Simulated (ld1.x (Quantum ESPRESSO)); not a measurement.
## What one change does to a pseudopotential (Ag (Z = 47), PAW)

ld1.x (Quantum ESPRESSO) 7.5 input, shortened:

```
&input
   title='Ag', zed=47., rel=1, dft='PBESOL', iswitch=3,
   config='[Kr] 4d9 5s2 5p0'
 /
 &inputp
   pseudotype=3, lpaw=.true., tm=.true., lloc=-2, rcloc=1.70,
   nlcc=.false.,
   which_augfun='BESSEL', rmatch_augfun=1.55
 /
6
4S  1  0   2.00   0.00  1.60  1.75  0.0
5S  2  0   2.00   0.00  1.60  1.75  0.0
4P  2  1   6.00   0.00  1.35  1.70  0.0
5P  3  1   0.00   0.00  1.35  1.70  0.0
4D  3  2   9.00   0.00  1.80  2.00  0.0
4D  3  2   0.00  -0.15  1.80  2.00  0.0
 &test
   configts(1)='4s2 4p6 4d9 5s2 5p0'
 /
```

All-electron outer shells of the reference configuration (PBEsol, scalar-relativistic, ld1.x):

```
shell  level (eV)  outermost node (bohr)  outermost maximum (bohr)
   3p     -561.67                   0.15                      0.32
   3d     -362.97                      –                      0.27
   4s      -99.10                   0.44                      0.82
   4p      -62.48                   0.44                      0.87
   4d      -10.71                   0.43                      1.03
   5s       -5.59                   1.10                      2.40
   5p       -1.19                   1.24                      3.32
```

Change: non-relativistic.

Cutoffs: the cutoffs (Ry, on a coarse ladder) from which the occupation-weighted sum of valence levels, in a spherical-Bessel basis at the reference potential, stays within 10 and 1 mRy of its value at 400 Ry; they do not see the model core or the augmentation charge, which bear on the density cutoff. Errors are all-electron minus pseudo energies relative to the spin-unpolarised reference configuration.

Problem. What does the change do?

Solution. The potential gets softer (40 Ry and 70 Ry → 40 Ry and 60 Ry); the number of tests that count goes from 6 to 7; of the 6 tests that both files solve, the error grows in 2 and shrinks in 1 by more than 15 % and 0.3 meV (median size 2.0 → 2.4 meV); neither file shows a bound ghost at the reference potential, the only one tested.

```csv
quantity,base,changed
"cutoff, loose",40 Ry,40 Ry
"cutoff, tight",70 Ry,60 Ry
bound ghosts,none,none
"tests counted (converged, no solver errors)",6 of 7,7 of 7
"error for 4s2 4p6 4d10 5s1 5p0, meV [ΔE -4.05 → -5.09 eV]",-2.1,-2.1
"error for 4s2 4p6 4d10 5s0 5p0, meV [ΔE 3.69 → 2.07 eV]",-4.4,-3.5
"error for 4s2 4p6 4d9 5s0 5p0, meV [ΔE 25.81 → 24.49 eV]",+1.1,+3.5
"error for 4s2 4p6 4d10 5s0.5 5p0, meV [ΔE -1.03 → -2.32 eV]",-2.8,-2.5
"error for 4s2 4p6 4d9 5s1 5p0, meV [ΔE 9.11 → 8.61 eV]",+0.3,+1.0
"error for 4s2 4p6 4d10 5s0 5p1, meV [ΔE -0.12 → -1.65 eV]",-2.0,-2.2
s: phases at 2.21 bohr within 0.05 rad from the reference energy up to (Ry; the scan ends near 5),to the end of the scan,to the end of the scan
p: phases at 2.21 bohr within 0.05 rad from the reference energy up to (Ry; the scan ends near 5),to the end of the scan,to the end of the scan
d: phases at 2.21 bohr within 0.05 rad from the reference energy up to (Ry; the scan ends near 5),to the end of the scan,to the end of the scan
lowest overlap eigenvalue by channel,"s 0.08, p 0.08, d 1.00","s 0.07, p 0.08, d 0.89"
```

Base: Tests not counted: 4s2 4p6 4d7 5s0 5p0 (solver errors, printed error -2639 eV).
